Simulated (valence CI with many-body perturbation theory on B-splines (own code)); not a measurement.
Er60+: E2, E3, M1, M2 decay

Calculated by configuration interaction combined with many-body perturbation theory (CI+MBPT): six valence electrons over a frozen Dirac-Fock core [He], a basis of 9 s, 9 p, 8 d, 6 f, 3 g, 1 h functions for each j, with the one-electron correlation potential Σ1, the two-electron term Σ2, the three-electron term Σ3, Breit, model QED; selected CI, second order for the rest, scaled by the run's own slope (own B-spline code, finite nucleus).

The last digits are not significant, and no measured levels were compared; by estimate large intervals hold to a few tenths of a per cent, small ones and those within an open d or f shell to about a per cent. Among the levels kept, up to 2100 cm⁻¹ of a level comes from second order outside the variational space, and about a tenth of that is noise between levels of different J, which matters for small intervals.

Lines 1 to 47 of 47 in falling wavelength, among levels below 8692.2 eV, chosen from the decays that carry over 1 % of a level's rate. Wavelengths and rates use the calculated energies. Electric multipoles are in the length gauge with retardation, E1 and E2 with the static RPA response of the core. M1 uses the relativistic operator with retardation. S is in atomic units (e²a₀⁴ for E2 and M2, e²a₀⁶ for E3), for M1 in squared Bohr magnetons. Weak lines are less certain than strong ones. Lines between different terms over intervals too small for the method are left out, as are lines whose strength nearly cancels. The highest levels of a list are the least certain.

Levels are named by their leading jj configuration (3d3/2^4 stands for four electrons in 3d with j = 3/2), which in mixed levels can hold well under half, so a name can repeat and another be missing. Letters in brackets count levels of one name in rising energy.

| λ vac (Å) | Upper | Lower | Type | A (s⁻¹) | S (a.u.) |
| --- | --- | --- | --- | --- | --- |
| 231.1 | (2s^2 2p1/2^2 2p3/2^2) J=0 | (2s^2 2p1/2^2 2p3/2^2) J=2 | E2 | 6.49e+01 | 3.82e-05 |
| 13.85 | (2s^2 2p1/2 2p3/2^3) J=1 | (2s^2 2p1/2^2 2p3/2^2) J=0 | M1 | 2.32e+09 | 6.86e-01 |
| 13.34 | (2s^2 2p1/2 2p3/2^2 3p1/2) J=1 [a] | (2s^2 2p1/2^2 2p3/2 3p1/2) J=1 | M1 | 6.37e+09 | 1.68e+00 |
| 13.07 | (2s^2 2p1/2 2p3/2^3) J=1 | (2s^2 2p1/2^2 2p3/2^2) J=2 | M1 | 6.65e+09 | 1.65e+00 |
| 12.82 | (2s^2 2p1/2 2p3/2^3) J=2 | (2s^2 2p1/2^2 2p3/2^2) J=2 | M1 | 4.00e+09 | 1.56e+00 |
| 12.55 | (2s^2 2p3/2^4) J=0 | (2s^2 2p1/2 2p3/2^3) J=1 | M1 | 1.69e+10 | 1.24e+00 |
| 1.694 | (2s^2 2p1/2^2 2p3/2 3p1/2) J=2 | (2s^2 2p1/2^2 2p3/2^2) J=0 | E2 | 2.88e+11 | 1.79e-05 |
| 1.691 | (2s^2 2p1/2 2p3/2^2 3p1/2) J=1 [a] | (2s^2 2p1/2 2p3/2^3) J=2 | E2 | 1.58e+11 | 5.84e-06 |
| 1.689 | (2s^2 2p1/2 2p3/2^2 3p1/2) J=2 [a] | (2s^2 2p1/2 2p3/2^3) J=2 | E2 | 1.88e+10 | 1.16e-06 |
| 1.689 | (2s^2 2p1/2 2p3/2^2 3p1/2) J=2 [a] | (2s^2 2p1/2 2p3/2^3) J=2 | M1 | 1.02e+10 | 9.12e-03 |
| 1.687 | (2s^2 2p1/2 2p3/2^2 3p1/2) J=1 [a] | (2s^2 2p1/2 2p3/2^3) J=1 | E2 | 1.57e+11 | 5.72e-06 |
| 1.687 | (2s^2 2p1/2 2p3/2^2 3p1/2) J=1 [a] | (2s^2 2p1/2 2p3/2^3) J=1 | M1 | 1.71e+10 | 9.13e-03 |
| 1.685 | (2s^2 2p1/2 2p3/2^2 3p1/2) J=3 | (2s^2 2p1/2 2p3/2^3) J=2 | E2 | 9.10e+11 | 7.73e-05 |
| 1.685 | (2s^2 2p1/2 2p3/2^2 3p1/2) J=2 [a] | (2s^2 2p1/2 2p3/2^3) J=1 | E2 | 7.39e+11 | 4.48e-05 |
| 1.682 | (2s^2 2p1/2^2 2p3/2 3p1/2) J=1 | (2s^2 2p1/2^2 2p3/2^2) J=2 | E2 | 7.87e+11 | 2.84e-05 |
| 1.682 | (2s^2 2p1/2^2 2p3/2 3p1/2) J=1 | (2s^2 2p1/2^2 2p3/2^2) J=2 | M1 | 1.70e+10 | 9.02e-03 |
| 1.682 | (2s^2 2p1/2^2 2p3/2 3p1/2) J=2 | (2s^2 2p1/2^2 2p3/2^2) J=2 | E2 | 1.07e+12 | 6.43e-05 |
| 1.681 | (2s^2 2p1/2 2p3/2^2 3p1/2) J=3 | (2s^2 2p1/2 2p3/2^3) J=1 | E2 | 1.51e+11 | 1.27e-05 |
| 1.678 | (2s^2 2p1/2 2p3/2^2 3p1/2) J=2 [b] | (2s^2 2p1/2 2p3/2^3) J=2 | E2 | 5.06e+11 | 3.00e-05 |
| 1.675 | (2s^2 2p1/2 2p3/2^2 3p1/2) J=1 [b] | (2s^2 2p1/2 2p3/2^3) J=2 | E2 | 4.13e+11 | 1.46e-05 |
| 1.673 | (2s^2 2p1/2 2p3/2^2 3p1/2) J=2 [b] | (2s^2 2p1/2 2p3/2^3) J=1 | E2 | 9.36e+10 | 5.48e-06 |
| 1.671 | (2s^2 2p1/2 2p3/2^2 3p1/2) J=1 [b] | (2s^2 2p1/2 2p3/2^3) J=1 | E2 | 4.14e+11 | 1.45e-05 |
| 1.666 | (2s^2 2p1/2 2p3/2^2 3p1/2) J=0 | (2s^2 2p1/2 2p3/2^3) J=2 | E2 | 8.16e+11 | 9.34e-06 |
| 1.630 | (2s^2 2p1/2 2p3/2^2 3p3/2) J=0 | (2s^2 2p1/2 2p3/2^3) J=2 | E2 | 2.42e+11 | 2.48e-06 |
| 1.630 | (2s^2 2p1/2 2p3/2^2 3p3/2) J=3 [a] | (2s^2 2p1/2 2p3/2^3) J=2 | E2 | 1.49e+11 | 1.07e-05 |
| 1.629 | (2s^2 2p1/2^2 2p3/2 3p3/2) J=2 | (2s^2 2p1/2^2 2p3/2^2) J=0 | E2 | 3.12e+11 | 1.60e-05 |
| 1.626 | (2s^2 2p1/2 2p3/2^2 3p3/2) J=2 [a] | (2s^2 2p1/2 2p3/2^3) J=1 | E2 | 2.51e+11 | 1.27e-05 |
| 1.626 | (2s^2 2p1/2 2p3/2^2 3p3/2) J=3 [a] | (2s^2 2p1/2 2p3/2^3) J=1 | E2 | 1.35e+11 | 9.60e-06 |
| 1.625 | (2s^2 2p1/2 2p3/2^2 3p3/2) J=4 | (2s^2 2p1/2 2p3/2^3) J=2 | E2 | 2.88e+11 | 2.62e-05 |
| 1.625 | (2s^2 2p1/2 2p3/2^2 3p3/2) J=3 [b] | (2s^2 2p1/2 2p3/2^3) J=2 | E2 | 1.71e+11 | 1.21e-05 |
| 1.623 | (2s^2 2p1/2^2 2p3/2 3p3/2) J=3 | (2s^2 2p1/2^2 2p3/2^2) J=2 | E2 | 5.92e+11 | 4.17e-05 |
| 1.623 | (2s^2 2p1/2^2 2p3/2 3p3/2) J=1 | (2s^2 2p1/2^2 2p3/2^2) J=2 | E2 | 6.05e+11 | 1.82e-05 |
| 1.621 | (2s^2 2p1/2 2p3/2^2 3p3/2) J=3 [b] | (2s^2 2p1/2 2p3/2^3) J=1 | E2 | 1.45e+11 | 1.01e-05 |
| 1.616 | (2s^2 2p1/2 2p3/2^2 3p3/2) J=2 [b] | (2s^2 2p1/2 2p3/2^3) J=2 | E2 | 7.58e+11 | 3.73e-05 |
| 1.612 | (2s^2 2p1/2^2 2p3/2 3p3/2) J=0 | (2s^2 2p1/2^2 2p3/2^2) J=2 | E2 | 1.57e+12 | 1.52e-05 |
| 1.612 | (2s^2 2p1/2 2p3/2^2 3p3/2) J=2 [b] | (2s^2 2p1/2 2p3/2^3) J=1 | E2 | 2.07e+11 | 1.01e-05 |
| 1.585 | (2s^2 2p1/2^2 2p3/2 3d5/2) J=4 | (2s^2 2p1/2^2 2p3/2^2) J=2 | M2 | 3.35e+10 | 2.70e-06 |
| 1.585 | (2s^2 2p1/2^2 2p3/2 3d5/2) J=4 | (2s^2 2p1/2^2 2p3/2^2) J=2 | E3 | 2.45e+09 | 1.77e-06 |
| 1.446 | (2s^2 2p1/2 2p3/2^2 3p3/2) J=0 | (2s^2 2p1/2^2 2p3/2^2) J=2 | E2 | 6.79e+11 | 3.84e-06 |
| 1.446 | (2s^2 2p1/2 2p3/2^2 3p3/2) J=2 [a] | (2s^2 2p1/2^2 2p3/2^2) J=2 | E2 | 2.71e+11 | 7.66e-06 |
| 1.446 | (2s^2 2p1/2 2p3/2^2 3p3/2) J=3 [a] | (2s^2 2p1/2^2 2p3/2^2) J=2 | E2 | 3.53e+11 | 1.39e-05 |
| 1.444 | (2s^2 2p1/2 2p3/2^2 3p3/2) J=2 [b] | (2s^2 2p1/2^2 2p3/2^2) J=0 | E2 | 2.00e+11 | 5.61e-06 |
| 1.442 | (2s^2 2p1/2 2p3/2^2 3p3/2) J=4 | (2s^2 2p1/2^2 2p3/2^2) J=2 | E2 | 7.45e+11 | 3.74e-05 |
| 1.442 | (2s^2 2p1/2 2p3/2^2 3p3/2) J=3 [b] | (2s^2 2p1/2^2 2p3/2^2) J=2 | E2 | 3.67e+11 | 1.43e-05 |
| 1.441 | (2s^2 2p1/2 2p3/2^2 3p3/2) J=2 [c] | (2s^2 2p1/2^2 2p3/2^2) J=0 | E2 | 5.22e+11 | 1.45e-05 |
| 1.435 | (2s^2 2p1/2 2p3/2^2 3p3/2) J=2 [b] | (2s^2 2p1/2^2 2p3/2^2) J=2 | E2 | 2.23e+11 | 6.05e-06 |
| 1.432 | (2s^2 2p1/2 2p3/2^2 3p3/2) J=2 [c] | (2s^2 2p1/2^2 2p3/2^2) J=2 | E2 | 1.12e+11 | 3.02e-06 |
